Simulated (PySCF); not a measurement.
N⁺ (nitrogen, charge +1) across methods

[He] 2s2 2p2, high-spin 3P determinant. Calculation: PySCF 2.14, in x2c-QZVPPall with one added diffuse shell each of s, p, d, f type (8s5p4d3f1g, 73 functions); the spin-free X2C one-electron Hamiltonian (Gaussian nucleus).

```json
{"method": "r2SCAN", "E (hartree)": "-54.0695", "mean ε 2s α (eV)": "-34.685", "mean ε 2s β (eV)": "-30.244", "mean ε 2p α (eV)": "-22.795", "Σ⟨r²⟩ (bohr²)": "7.766", "⟨S²⟩": "2.004"}
{"method": "TPSSh", "E (hartree)": "-54.1035", "mean ε 2s α (eV)": "-35.270", "mean ε 2s β (eV)": "-30.944", "mean ε 2p α (eV)": "-23.183", "Σ⟨r²⟩ (bohr²)": "7.776", "⟨S²⟩": "2.003"}
{"method": "UHF", "E (hartree)": "-53.92336", "mean ε 2s α (eV)": "-44.192", "mean ε 2s β (eV)": "-35.566", "mean ε 2p α (eV)": "-30.377", "Σ⟨r²⟩ (bohr²)": "7.745", "⟨S²⟩": "2.007"}
{"method": "M06-2X", "E (hartree)": "-54.0870", "mean ε 2s α (eV)": "-38.504", "mean ε 2s β (eV)": "-33.766", "mean ε 2p α (eV)": "-25.999", "Σ⟨r²⟩ (bohr²)": "7.788", "⟨S²⟩": "2.002"}
{"method": "wB97X-V", "E (hartree)": "-54.0868", "mean ε 2s α (eV)": "-38.967", "mean ε 2s β (eV)": "-34.761", "mean ε 2p α (eV)": "-26.714", "Σ⟨r²⟩ (bohr²)": "7.831", "⟨S²⟩": "2.003"}
{"method": "LDA", "E (hartree)": "-53.6142", "mean ε 2s α (eV)": "-33.399", "mean ε 2s β (eV)": "-29.999", "mean ε 2p α (eV)": "-22.003", "Σ⟨r²⟩ (bohr²)": "7.883", "⟨S²⟩": "2.002"}
{"method": "B3LYP", "E (hartree)": "-54.0983", "mean ε 2s α (eV)": "-35.737", "mean ε 2s β (eV)": "-31.651", "mean ε 2p α (eV)": "-23.853", "Σ⟨r²⟩ (bohr²)": "7.806", "⟨S²⟩": "2.003"}
{"method": "PBE", "E (hartree)": "-54.0245", "mean ε 2s α (eV)": "-33.565", "mean ε 2s β (eV)": "-30.086", "mean ε 2p α (eV)": "-22.016", "Σ⟨r²⟩ (bohr²)": "7.840", "⟨S²⟩": "2.002"}
```

(1) Estimate the same row for PBE0.

Results:

(1) E (hartree) = -54.0363; mean ε 2s α (eV) = -36.391; mean ε 2s β (eV) = -31.842; mean ε 2p α (eV) = -24.238; Σ⟨r²⟩ (bohr²) = 7.791; ⟨S²⟩ = 2.003.
